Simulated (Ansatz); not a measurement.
Z-matrix (Å, degrees):
```
C
C 1 1.529
H 1 1.094 2 111.8
H 1 1.094 2 112.0 3 -120.2
H 1 1.094 2 111.8 3 119.6
Al 2 1.952 1 115.6 3 -59.9
H 2 1.098 1 110.5 3 177.6
H 2 1.097 1 110.5 3 62.7
Cl 6 2.114 2 116.7 1 179.4
C 6 1.944 2 125.2 1 -0.5
H 10 1.095 6 110.7 2 61.1
H 10 1.095 6 110.9 2 -56.7
H 10 1.092 6 112.4 2 -177.9
```

Total charge 0; spin multiplicity 1.

List the CAM-B3LYP/def2-TZVPP orbital energies in eV (Ansatz). (Best estimate.)

The calculation gave: Occupied: -2763.68, -1526.50, -278.65, -278.26, -278.13, -258.47, -197.47, -197.41, -197.39, -114.53, -75.27, -75.12, -75.01, -23.86, -22.70, -20.79, -18.75, -13.90, -13.63, -12.88, -12.67, -12.51, -11.88, -11.26, -10.56, -10.46, -10.26, -8.90. Lowest empty: 0.30, 0.79, 2.06, 2.41, 3.25, 3.45, 3.71, 3.81.
